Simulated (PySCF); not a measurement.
# `C[C@@H]1NC[C@@H]1[S@](C)=O`, C5H11NOS

Geometry (Å), atoms numbered from 1 in this order:
```xyz
19

C    -1.2228    1.4289    0.2672
C    -1.0452    0.1110   -0.4745
N    -1.9551   -0.9670   -0.0640
C    -0.8849   -1.6611    0.6576
C     0.1434   -0.7461   -0.0119
S     1.3278    0.0471    1.1714
C     2.3996    0.7686   -0.1510
O     2.0917   -1.0583    1.7476
H    -0.4370    2.1326    0.0043
H    -2.1816    1.8702    0.0010
H    -1.1981    1.2672    1.3426
H    -1.0978    0.2825   -1.5562
H    -2.7550   -0.6798    0.4879
H    -0.8994   -1.5575    1.7481
H    -0.8246   -2.7207    0.4042
H     0.7106   -1.2244   -0.8065
H     1.7943    1.4066   -0.7840
H     3.1800    1.3486    0.3309
H     2.8443   -0.0392   -0.7217
```

Computed with TDDFT CAM-B3LYP/def2-SVPD circular dichroism and optical rotation, one conformer, gas phase in PySCF 2.14.0. Geometry: GFN2-xTB.

The molecule is flexible and this is one conformer; a measurement averages over conformers.

Problem. Assign R or S to each stereocentre.

Solution. C2 S, C5 S, S6 S.

Problem. List the lowest 8 singlet excitations with oscillator and rotatory strengths.

Solution. Rotatory strengths R in 10⁻⁴⁰ esu² cm², velocity form and length form (origin at the centre of mass); f in length form.
```csv
state,E (eV),λ (nm),f,R (velocity),R (length),main
1,5.85,212,0.059,+10.2,+9.3,"HOMO→LUMO 0.41, HOMO→LUMO+1 0.22"
2,5.89,211,0.008,+3.2,+3.2,"HOMO→LUMO+3 0.30, HOMO→LUMO+2 0.18"
3,6.24,199,0.002,-3.5,-2.1,"HOMO−1→LUMO+1 0.37, HOMO→LUMO+1 0.20"
4,6.59,188,0.009,-6.9,-5.9,"HOMO→LUMO 0.36, HOMO→LUMO+2 0.24"
5,6.77,183,0.021,+9.5,+11.6,"HOMO→LUMO+3 0.20, HOMO→LUMO+1 0.18"
6,6.80,182,0.004,+2.6,+2.4,"HOMO−1→LUMO+3 0.20, HOMO→LUMO+3 0.17"
7,6.90,180,0.017,-6.1,-6.4,"HOMO−1→LUMO 0.44, HOMO→LUMO+2 0.12"
8,7.01,177,0.043,+5.3,+6.5,"HOMO−1→LUMO+3 0.23, HOMO−1→LUMO+2 0.20"
```

Among the states computed, the strongest CD band (largest |R|) is state 1. The largest dissymmetry factor in size, g = 4R/(D+G), with D and G the electric and magnetic dipole strengths, is -0.0097 for state 3 (velocity form, f = 0.003), among bands with |R| over 0.5. The mirror image has the same energies and oscillator strengths and all R with the opposite sign.
